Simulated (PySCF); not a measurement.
C₅H₇F, SMILES C=CC/C=C\F.

Geometry optimised at B3LYP-D3(BJ)/def2-SVP. The structure was generated by enumeration; whether it is a known compound was not checked. One conformer was computed; it need not be the lowest.

These are PBE/def2-TZVP (PySCF) values and carry that method's errors.

Isolated molecule, no solvent.

| Item | Result |
|---|---|
| total energy | -294.28920 hartree |
| highest occupied level | -6.08 eV |
| lowest empty level | -1.13 eV |
| orbital gap | 4.95 eV |
| dipole moment | 1.02 D |
| quadrupole, principal values (traceless, Buckingham form, about the centre of nuclear charge) | -3.64, 0.58, 3.06 D·Å |
| mean static polarisability | 64.3 bohr³ (9.52 Å³) |
| polarisability, principal values | 48.9, 50.6, 93.4 bohr³ |
